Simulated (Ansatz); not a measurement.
Gas-phase electronic energies from Ansatz, PBE0-D4/def2-TZVP geometries. CCSD(T)/CBS adds triple-zeta CCSD(T) − MP2 to the extrapolated MP2 energy (def2 sets, frozen cores). This one scheme is used for every species. Functionals use def2-TZVPP. HSE06 is defined as in plane-wave codes. One conformer a species, not always the lowest.

Reaction (redistribution): `[O]=[Al][Cl]` + `OB(O)O[SiH3]` → `[O]=[Al][OH]` + `OB(Cl)O[SiH3]`

`[O]=[Al][Cl]`:

Cartesian coordinates in Å:
```
O 0.009 1.346 1.115
Al 0.001 0.120 0.099
Cl -0.010 -1.466 -1.214
```

`OB(O)O[SiH3]`:

Cartesian coordinates in Å:
```
O -0.299 -0.749 1.496
B -0.527 -0.883 0.158
O -1.237 -1.955 -0.305
O -0.040 0.059 -0.702
Si 0.836 1.427 -0.398
H -0.683 -1.464 2.009
H -1.332 -1.940 -1.260
H 0.071 2.355 0.471
H 2.130 1.088 0.244
H 1.082 2.063 -1.714
```

`[O]=[Al][OH]`:

```xyz
4

O     1.301   -1.626   -0.712
Al    0.321   -0.508   -0.132
O    -0.728    0.609    0.522
H    -0.895    1.526    0.321
```

`OB(Cl)O[SiH3]`:

Z-matrix (Å, degrees):
```
Si
O 1 1.659
H 1 1.483 2 110.0
H 1 1.483 2 110.0 3 -121.4
H 1 1.480 2 106.2 3 119.3
B 2 1.343 1 131.7 3 61.2
Cl 6 1.775 2 119.1 1 180.0
O 6 1.356 2 120.7 1 -0.0
H 8 0.960 6 113.7 2 180.0
```

| level | ΔE (kJ/mol) | difference from CCSD(T)/CBS |
| --- | --- | --- |
| revPBE-D4 | 65.0 | -3.9 |
| r2SCAN-D4 | 70.2 | 1.3 |
| ωB97X-V | 67.8 | -1.1 |
| B2PLYP | 68.7 | -0.2 |
| PBE-QIDH | 71.0 | 2.1 |
| BLYP | 66.6 | -2.3 |
| HSE06 | 71.8 | 2.9 |
| MP2/def2-TZVPP | 64.8 | -4.1 |
| HF/CBS(def2) | 79.7 | 10.8 |
| MP2/CBS(def2) | 63.9 | -5.0 |
| CCSD(T)/CBS | 68.9 | 0 |

Problem. What do rigid-rotor, harmonic-oscillator terms from PBE0-D4/def2-TZVP frequencies (298.15 K, 1 bar) make of the CCSD(T)/CBS value? (Estimate.)

Solution. The calculation gave: ΔZPE = -7.4 kJ/mol, ΔH = +63.0 kJ/mol, ΔS = 17 J/(mol·K), ΔG = +57.9 kJ/mol.

Largest T1 diagnostic among the species: 0.024, so the coupled-cluster value is less sure than usual.

Leaving LDA and LC-ωPBE aside and taking each functional with its dispersion term where it has one, the values, not all of them listed here, spread over 9.3 kJ/mol, from BLYP-D4 to B97M-V. At CCSD(T), def2-SVP lies +16.1 kJ/mol from the extrapolated value and def2-TZVPP +0.9 kJ/mol. In def2-TZVPP, CCSD(T) changes the Hartree–Fock value by −10.8 kJ/mol (the triples alone add −0.8 kJ/mol) and MP2 by −15.8 kJ/mol.
